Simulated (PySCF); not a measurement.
**Excitation energy of Ag by level of theory**

Ag [Kr] 4d10 5s1 (2S) → Ag [Kr] 4d9 5s1 5p1 (high-spin determinant), as a difference of total energies. Computed with PySCF 2.14 in aug-cc-pwCVDZ-PP with ECP28MDF (6s6p5d3f, 70 functions), with a scalar-relativistic core potential. Correlated levels: valence and next inner shell: nothing frozen outside the core potential. The calculations carry no spin-orbit coupling.

```tsv
method	excitation energy (eV)
UHF	5.688
MP2 (valence and next inner shell)	7.388
SCS-MP2 (valence and next inner shell)	7.260
CCSD (valence and next inner shell)	6.894
CCSD(T) (valence and next inner shell)	7.003
```

**Question.** How much does correlation contribute at CCSD(T) (valence and next inner shell)?

**Answer.** 7.003 − (5.688) = 1.315 eV, measured against UHF.

The determinant of the upper state mixes LS terms, which raises its energy above the lowest term, most at the Hartree-Fock and MP2 levels.
